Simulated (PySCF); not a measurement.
## Structure elucidation problem

Molecular formula: C3H4F3NSi. Simulated spectra:

$^{1}$H NMR (400 MHz, computed): δ 11.67 (br s, 1H), 8.24 (d, 1H), 6.68 (m, 1H), 6.07 (m, 1H).

$^{13}$C{$^{1}$H} NMR (computed): δ 172.3, 161.2, 128.1.

PySCF 2.14 calculation with PBE0/pcSseg-1 with gauge-including orbitals and geometry: GFN2-xTB; rapidly exchanging positions averaged, isolated molecule, non-relativistic Hamiltonian, one conformer.

Chemical shifts δ = σref − σ; $^{1}$H and $^{13}$C vs TMS, all at this level.

Which candidate is it?
A. N#C[C@H]([SiH3])C(F)(F)F
B. C#C[Si@H](N)C(F)(F)F
C. [H]/N=C\C=C/[Si](F)(F)F
D. C[C@@H](C#N)[Si](F)(F)F

## Answers

C. 

The formula gives 2 degrees of unsaturation (no ring in the answer). 3 carbon signals for 3 carbons: no two carbons are equivalent. Carbon types of the structure: 3 × CH, leaving 1 H on heteroatoms. δC 172.3: C=N carbon. δC 161.2, 128.1: alkene CH; an sp2 carbon of a C=C bond. δH 11.67: hydrogen on an imine nitrogen; exchangeable, gas-phase position. δH 8.24: hydrogen on a C=N carbon. δH 6.68, 6.07: hydrogen on an alkene CH; olefinic region.

The others: N#C[C@H]([SiH3])C(F)(F)F would give 2 signals for carbon-bound and other non-exchanging H, not 3; C[C@@H](C#N)[Si](F)(F)F would give 2 signals for carbon-bound and other non-exchanging H, not 3; C#C[Si@H](N)C(F)(F)F would give 2 signals for carbon-bound and other non-exchanging H, not 3.

OH and NH positions are those of a molecule without intermolecular hydrogen bonds; in solution they move with solvent, concentration and temperature, and exchange usually removes their couplings. Splittings by $^{19}$F in the carbon and heteronuclear signals aren't shown, as no couplings were computed. Shifts are as computed. Against solution values, carbons near 30 ppm lie about +3 ppm off and those near 130 ppm about +5 ppm. Of 1211 compounds with measured shifts, 218 miss one by over three times the rms of a fit or turn the order of signals round; such compounds aren't used in these exercises. No couplings were computed; multiplicities are counted from neighbouring protons, with m where these are inequivalent, close in shift, in a saturated or five-membered ring or joined by F or P, and br s for small geminal =CH2 splittings.
